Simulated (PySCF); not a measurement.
C₂H₅BO₂, SMILES BCC(=O)O at its PBE0/def2-SVP optimised geometry (Å):

```
10

B      1.9782     0.3060    -1.3349
C      1.2920    -0.1320     0.0000
C     -0.2039    -0.1320     0.0000
O     -0.9000    -1.1123    -0.0261
O     -0.7083     1.1123     0.0000
H      1.3746     0.9127    -2.1866
H      3.1540     0.0740    -1.4903
H      1.6619     0.6524     0.6943
H      1.6720    -1.0938     0.3727
H     -1.6720     1.0159    -0.0445
```

Calculation: PBE0/def2-TZVP in PySCF 2.14.0. Cells within 0.4 Å of a nucleus heavier than hydrogen are left out (blank, or x).

Map of the log10 of the electron density (e/bohr³), floored at −4 on the plane z = 0.0 Å:

```
|0000000000000000000000000|
|0000000000000000000000000|
|0000000000000000000000000|
|0000000011211000000000000|
|0000001223333210000000000|
|0000012345554321110000000|
|0000134567776432222110000|
|0001245678987543443321000|
|000135689xx98655555432110|
|000135799xxx8656666543211|
|0001356889998777777654321|
|0001245678998888887654321|
|00012345678xx98xxx8654321|
|00012356789xx88xx97654321|
|0001245799998888887653211|
|000124689xx97667887643210|
|000124679xx97656777542100|
|0000235689986545565432000|
|0000124567765433444321000|
|0000013455554322222210000|
|0000001233332211111000000|
|0000000111211000000000000|
|0000000000000000000000000|
|0000000000000000000000000|
|0000000000000000000000000|
```
Scale: ten equal steps from -4.00 (start of '0') to -0.213 (end of '9'), in the order '0123456789'; x runs from -4.00 to 4.00, y from -4.00 (bottom) to 4.00 (top).
